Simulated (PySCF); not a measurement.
H4O2Sn, SMILES [OH][SnH2][OH].

Coordinates come from a B3LYP-D3(BJ)/def2-SVP optimisation. The def2 effective core potentials stand for the cores of Sn; spin–orbit coupling is left out. One conformer was computed; it need not be the lowest.

The numbers are results of TDA-PBE0/def2-SVPD (PySCF), not measurements.

Vertical excitations. Isolated molecule, no solvent. State labels are in the subgroup C2.

Question: List the lowest excited states. (The exact figures need the calculation; the answer reports its results.)

Answer: 
```
state  symmetry  energy (eV)  λ (nm)      f                                                               main pairs
-----  --------  -----------  ------  -----  -----------------------------------------------------------------------
S1            B         6.39     194  0.038                                       HOMO→LUMO 83 %, HOMO−1→LUMO+1 13 %
S2            A         6.53     190  0.064                                                         HOMO−1→LUMO 88 %
S3            A         7.00     177  0.000                                                         HOMO→LUMO+1 85 %
S4            B         7.15     173  0.015                   HOMO−2→LUMO 59 %, HOMO→LUMO+2 19 %, HOMO−1→LUMO+1 17 %
S5            B         7.30     170  0.011                                     HOMO→LUMO+2 74 %, HOMO−1→LUMO+1 15 %
S6            A         7.48     166  0.001                                   HOMO−1→LUMO+2 81 %, HOMO−2→LUMO+1 13 %
S7            A         7.61     163  0.009                                                       HOMO−2→LUMO+1 83 %
S8            B         7.69     161  0.148  HOMO−1→LUMO+1 43 %, HOMO−2→LUMO+2 22 %, HOMO−2→LUMO 16 %, HOMO→LUMO 8 %
S9            B         8.06     154  0.191                                     HOMO−2→LUMO+2 59 %, HOMO→LUMO+3 15 %
S10           A         8.26     150  0.035                                                         HOMO−3→LUMO 70 %
T1            B         5.73     216      0                                                           HOMO→LUMO 89 %
T2            A         5.91     210      0                                       HOMO−1→LUMO 81 %, HOMO→LUMO+1 13 %
T3            B         6.22     199      0                                                         HOMO−2→LUMO 74 %
T4            A         6.63     187      0                                       HOMO→LUMO+1 63 %, HOMO−3→LUMO 21 %
```
Triplets are in the Tamm–Dancoff approximation.
